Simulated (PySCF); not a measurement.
# Working out the ionisation energy of Mo

Mo [Kr] 4d5 5s1 (7S) → Mo+ [Kr] 4d5 (6S). All numbers are calculated (PySCF 2.14, scalar relativity through the core potential, in aug-cc-pVDZ-PP with ECP28MDF (5s5p4d2f, 54 functions)). Frozen: 4s2 4p6. Energies in hartree (1 hartree = 27.21139 eV):

| part | Mo (lower) | Mo+ (upper) |
| --- | --- | --- |
| UHF | -67.344195 | -67.114292 |
| MP2 opposite-spin | 0.000000 | 0.000000 |
| MP2 same-spin | -0.065320 | -0.045751 |

What does Hartree-Fock give?

(-67.114292) − (-67.344195) = 0.229903 hartree = 6.256 eV.

What do MP2 and SCS-MP2 (6/5 opposite-spin, 1/3 same-spin) give?

The opposite-spin parts differ by 0.000 eV and the same-spin parts by 0.532 eV. MP2: 6.256 + (0.000) + (0.532) = 6.788 eV. SCS-MP2: 6.256 + 1.2 × (0.000) + (0.532)/3 = 6.433 eV.

Measured between the centres of the two terms (NIST): 7.092 eV, so MP2 (valence) is off by -0.304 eV.

A double-zeta basis recovers only part of the correlation energy.

What remains against the reference includes basis incompleteness, the frozen core and correlation beyond second order.
